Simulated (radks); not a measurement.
Task: Species: Pb+. Configuration: [Hg] 6p1. Method: scalar-relativistic Kohn-Sham, r2SCAN, spin-polarised, spherical densities, finite nucleus; open shells are filled with parallel spins first (spin-orbit coupling, left out, can overturn this in heavy ions); meta-GGA in the generalised Kohn-Sham scheme; Fermi nuclear charge, rms radius 5.5012 fm; computed with a radial shooting solver on a logarithmic mesh with Libxc functionals. Some entries of the table are withheld. Estimate them.

orbital,occ.,eigenvalue (Ry),r(max) (bohr)
1s up,1,-6481.856,0.009845
1s down,1,-6481.854,0.009845
2s down,1,-1162.079,0.05714
2s up,1,-1162.079,0.05714
2p up,3,-996.9657,0.04761
2p down,3,-996.9652,0.04761
3s up,1,-280.2702,0.1610
3s down,1,-280.2699,0.1610
3p up,3,-232.7210,0.1612
3p down,3,-232.7205,0.1612
3d up,5,-184.0453,0.1315
3d down,5,-184.0449,0.1315
4s up,1,-64.41462,0.3623
4s down,1,-64.41362,0.3623
4p up,3,-48.76535,0.3821
4p down,3,-48.76432,0.3821
4d up,5,-30.53555,0.3883
4d down,5,-30.53435,0.3883
5s up,1,-11.36669,0.7900
5s down,1,-11.36344,0.7901
4f up,7,-10.44753,0.3508
4f down,7,-10.44608,0.3508
5p up,3,-7.04021,0.8820
5p down,3,-7.03875,0.8822
5d up,5,-2.17255,(1)
5d down,5,-2.16487,(2)
6s up,1,-1.47014,1.962
6s down,1,-1.40060,1.936
6p up,1,-0.75703,2.514
6p down,0,-0.65441,2.469

Result: 
(1) 5d up r(max) (bohr): 1.070
(2) 5d down r(max) (bohr): 1.070
